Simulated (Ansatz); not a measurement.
System: sum formula BN$_{2}$H$_{4}$ (charge 0, doublet). It need not be the lowest isomer of its formula. 
Structure (B3LYP-D3(BJ)/def2-TZVP (Ansatz, an electronic-structure program) minimum search):
```
B
N 1 1.3997
H 2 1.0045 1 122.53
H 2 1.0064 3 114.24 1 179.90
N 1 1.4267 2 123.93 3 175.41
H 5 1.0179 1 118.49 2 112.79
H 1 1.2037 2 119.04 3 0.59
```
Charge 0, spin multiplicity 2.

Parts of the frozen-core correlation energy in cc-pVDZ (Ansatz, hartree). Frozen orbitals: 3; correlated occupied orbitals by spin: 9 and 8; virtual: 50 and 51. Open shells are spin-unrestricted. Spin-orbit coupling is left out. Non-relativistic.

| term | value |
|---|---|
| reference (HF) | -135.94604 |
| MP2 opposite-spin | -0.29452 |
| MP2 same-spin | [?] |
| CCSD correlation | [?] |
| (T) | [?] |
| T1 diagnostic | 0.016 |
| largest doubles amplitude | 0.028 |
| <S^2> of the reference | 0.759 |

### Question
What belongs in the gaps?

### Answer

- MP2 same-spin, value: -0.09330
- CCSD correlation, value: -0.42459
- (T), value: -0.01091
